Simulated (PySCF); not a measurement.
**Radial density of Pt³⁹⁺ (platinum, charge +39)**

UHF, [Kr] 4d3, high-spin 4F determinant. Calculation: PySCF 2.14, in an even-tempered Gaussian basis (18 s from 3.9 bohr⁻², ratio 2.5; 12 p from 5.1 bohr⁻², ratio 2.5; 9 d from 5.1 bohr⁻², ratio 2.5; 4 f from 22 bohr⁻², ratio 2.7; 3 g from 33 bohr⁻², ratio 2.7); no relativity, point nucleus.

| r (bohr) | 4πr²ρ (e/bohr) | 4πr²(ρα − ρβ) |
| --- | --- | --- |
| 0.000269 | 0.2971 | 0.0000 |
| 0.000452 | 0.8168 | 0.0000 |
| 0.000761 | 2.202 | 0.0000 |
| 0.00128 | 5.747 | 0.0000 |
| 0.00215 | 14.19 | -0.0001 |
| 0.00362 | 31.95 | -0.0002 |
| 0.00609 | 61.67 | -0.0003 |
| 0.0102 | 92.83 | 0.0001 |
| 0.0172 | 98.95 | 0.0069 |
| 0.0290 | 94.46 | 0.0886 |
| 0.0488 | 132.7 | 0.7446 |
| 0.0820 | 120.8 | 3.1147 |
| 0.138 | 123.5 | 3.0039 |
| 0.232 | 68.48 | 1.0085 |
| 0.390 | 42.23 | 10.3082 |
| 0.656 | 5.560 | 1.2885 |
| 1.10 | 0.01440 | 0.0044 |

A non-relativistic calculation at this Z misses sizeable relativistic shifts. Spin-orbit coupling is strong in this species (close to jj coupling), so the high-spin LS determinant is a model state, not a physical level.
